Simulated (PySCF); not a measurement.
Run record: excited-state job, `OC[C@@H]([AsH2])C[AsH2]`.

Computed with TDDFT wB97X-D/def2-SVPD, vertical, gas phase, core orbitals frozen in the response (PySCF 2.14.0, density-fitted response routines). Geometry: GFN2-xTB. The input is one job of a driver script: a line of settings, then coordinates in Å.

Input:
```
{"job": {"kind": "uv", "xc": "wB97X-D", "basis": "def2-SVPD", "nstates": 8, "ntriplets": 3}, "charge": 0, "multiplicity": 1}
O     -1.116054    -0.099291     1.462717
C     -1.431254    -0.427023     0.124191
C     -0.475363     0.381329    -0.738314
As    -0.515472     2.238108     0.001443
C      0.908616    -0.246202    -0.762647
As     1.590180    -0.729069     1.035211
H     -1.689007    -0.580877     2.067181
H     -2.472109    -0.149143    -0.100093
H     -1.309080    -1.507480    -0.051310
H     -0.880740     0.424490    -1.760714
H      0.685908     2.068483     0.880642
H      0.383074     2.787179    -1.086564
H      0.905608    -1.142632    -1.395782
H      1.622397     0.460900    -1.203291
H      0.950921    -2.093113     1.061009
H      2.834777    -1.376715     0.454910
```

Output:
```
coarse grid: 60104 points
cycle   1  E = -4666.5856920975  dE = -8.952e-01  |g| = 6.146e-01  |ddm| = 5.488e+00
cycle   2  E = -4666.5785719819  dE =  7.120e-03  |g| = 6.823e-01  |ddm| = 1.375e+00
cycle   3  E = -4666.6596761041  dE = -8.110e-02  |g| = 6.408e-02  |ddm| = 6.598e-01
cycle   4  E = -4666.6604753036  dE = -7.992e-04  |g| = 2.116e-02  |ddm| = 1.162e-01
cycle   5  E = -4666.6605582871  dE = -8.298e-05  |g| = 5.487e-03  |ddm| = 4.928e-02
cycle   6  E = -4666.6605661240  dE = -7.837e-06  |g| = 1.372e-03  |ddm| = 1.535e-02
final grid: 124704 points
cycle   7  E = -4666.6605791014  dE = -2.244e-06  |g| = 8.619e-04  |ddm| = 1.991e-02
cycle   8  E = -4666.6605792381  dE = -1.367e-07  |g| = 8.195e-04  |ddm| = 4.159e-03
cycle   9  E = -4666.6605793970  dE = -1.589e-07  |g| = 1.065e-04  |ddm| = 1.413e-03
cycle  10  E = -4666.6605794044  dE = -7.463e-09  |g| = 5.715e-05  |ddm| = 6.243e-04
cycle  11  E = -4666.6605794057  dE = -1.301e-09  |g| = 1.625e-05  |ddm| = 1.976e-04
cycle  12  E = -4666.6605794058  dE = -7.913e-11  |g| = 5.398e-06  |ddm| = 5.403e-05
converged SCF energy = -4666.6605794058

Static polarisability (au): isotropic 103.988, principal 94.675 99.539 117.749

Singlet excitations
state   eV       nm        f      main configurations
  1   6.3307    195.8   0.05906   H->L 0.65, H->L+1 0.11
  2   6.5597    189.0   0.04629   H-1->L 0.50, H-1->L+1 0.20
  3   6.7101    184.8   0.14587   H->L+2 0.38, H->L+3 0.32, H->L+6 0.09
  4   6.8186    181.8   0.07025   H->L+1 0.27, H-1->L+1 0.16, H->L+2 0.09
  5   6.9185    179.2   0.16590   H-1->L+2 0.31, H->L+1 0.15, H-1->L+4 0.12
  6   7.0227    176.5   0.07522   H-1->L+2 0.26, H-1->L+1 0.24, H-1->L+6 0.09
  7   7.3961    167.6   0.00216   H-2->L 0.28, H->L+6 0.11, H->L+4 0.10
  8   7.5367    164.5   0.00885   H->L+3 0.29, H->L+1 0.17, H->L+2 0.16

Triplet excitations (Tamm-Dancoff, eV): 5.5516 5.6103 5.9511
```

The SCF starts on a coarse grid where the log names one; the energy can jump when the final grid takes over, and dE then counts from the start density on the new grid. H and L stand for HOMO and LUMO; the number after each pair is its weight.

**Question.** How does the lowest singlet excitation compare with the HOMO–LUMO gap?

**Answer.** HOMO -8.65 eV and LUMO 1.71 eV give a gap of 10.36 eV; S1 at 6.33 eV lies 4.03 eV below it.

Summary of the converged run: HOMO -8.65 eV, LUMO 1.71 eV; lowest singlet 6.33 eV; lowest triplet 5.55 eV (Tamm–Dancoff); mean polarisability 104.0 au.

 Relativistic effects, spin–orbit coupling among them, are left out although an element past zinc is present.

Hardware: one thread, Arm Neoverse V1 (shared host). Cost: 1.8 min wall.

One conformer stands for the species.
Labels such as C1 count atoms from 1, the log's own numbers from 0.

wB97X-D is run here without its empirical dispersion term; that term would change no orbital, density or response property at a fixed geometry.
